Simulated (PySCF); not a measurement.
**Spin-rotation constants: `InChI=1S/C4H5N3O/c1-3(8)4-2-5-7-6-4/h2H,1H3,(H,5,6,7)`**

Molfile (atoms numbered from 1):
```
C4H5N3O
     RDKit          3D

 13 13  0  0  0  0  0  0  0  0999 V2000
   -1.9434    0.3302    0.0277 C   0  0  0  0  0  0  0  0  0  0  0  0
   -0.8616   -0.6907   -0.1891 C   0  0  0  0  0  0  0  0  0  0  0  0
   -1.0706   -1.8496   -0.4726 O   0  0  0  0  0  0  0  0  0  0  0  0
    0.5063   -0.1897   -0.0334 C   0  0  0  0  0  0  0  0  0  0  0  0
    1.0722    1.0409    0.2750 C   0  0  0  0  0  0  0  0  0  0  0  0
    2.4058    0.9003    0.2760 N   0  0  0  0  0  0  0  0  0  0  0  0
    2.7061   -0.3132   -0.0057 N   0  0  0  0  0  0  0  0  0  0  0  0
    1.5945   -0.9914   -0.1968 N   0  0  0  0  0  0  0  0  0  0  0  0
   -2.9183   -0.1300   -0.1080 H   0  0  0  0  0  0  0  0  0  0  0  0
   -1.8223    1.1484   -0.6793 H   0  0  0  0  0  0  0  0  0  0  0  0
   -1.8667    0.7379    1.0335 H   0  0  0  0  0  0  0  0  0  0  0  0
    0.6075    1.9810    0.4869 H   0  0  0  0  0  0  0  0  0  0  0  0
    1.5862   -1.9734   -0.4319 H   0  0  0  0  0  0  0  0  0  0  0  0
  1  2  1  0
  2  3  2  0
  2  4  1  0
  4  5  2  0
  5  6  1  0
  6  7  2  0
  7  8  1  0
  8  4  1  0
  1  9  1  0
  1 10  1  0
  1 11  1  0
  5 12  1  0
  8 13  1  0
M  END
```

Method: GIAO KT3/pcSseg-1 magnetisability, rotational g tensor and spin-rotation constants, non-relativistic, gas phase in PySCF 2.14.0. Geometry: GFN2-xTB.

(1) Give the nuclear spin-rotation constants along the inertial axes (H = +C I·J) beside the isotropic shieldings.

(2) How do the rotational constants and the g tensor change when H9, H10, H11, H12, H13 are replaced by deuterium?

Results:

(1) Rotational constants 5.1007, 1.6176, 1.2375 GHz. A star marks the isotopologue with that one atom substituted, in its own axes.
```csv
atom,isotope,Caa (kHz),Cbb (kHz),Ccc (kHz),mean (kHz),σ (ppm)
N6,14N,1.108,0.444,0.073,0.542,-90.8
N7,14N,1.225,0.411,0.096,0.577,-107.1
N8,14N,0.578,0.322,0.099,0.333,27.8
H9,1H,0.210,-0.175,-0.148,-0.038,29.6
H10,1H,-0.546,-0.093,-0.018,-0.219,29.0
H11,1H,-0.546,-0.093,-0.018,-0.219,29.0
H12,1H,-0.488,0.184,-0.136,-0.147,24.0
H13,1H,-0.460,0.214,-0.125,-0.123,20.3
C1,13C*,0.761,0.244,0.222,0.409,156.3
C2,13C*,2.660,0.658,0.273,1.197,9.6
O3,17O*,-3.456,-1.389,-0.054,-1.633,-249.1
C4,13C*,2.113,0.590,0.212,0.972,54.5
C5,13C*,1.711,0.670,0.219,0.867,58.7
```
For the geometry as given, no vibrational averaging.

(2) Constants 4.3551, 1.5141, 1.1394 GHz; g -0.0709, -0.0418, 0.0014, against -0.0827, -0.0445, 0.0017 before.
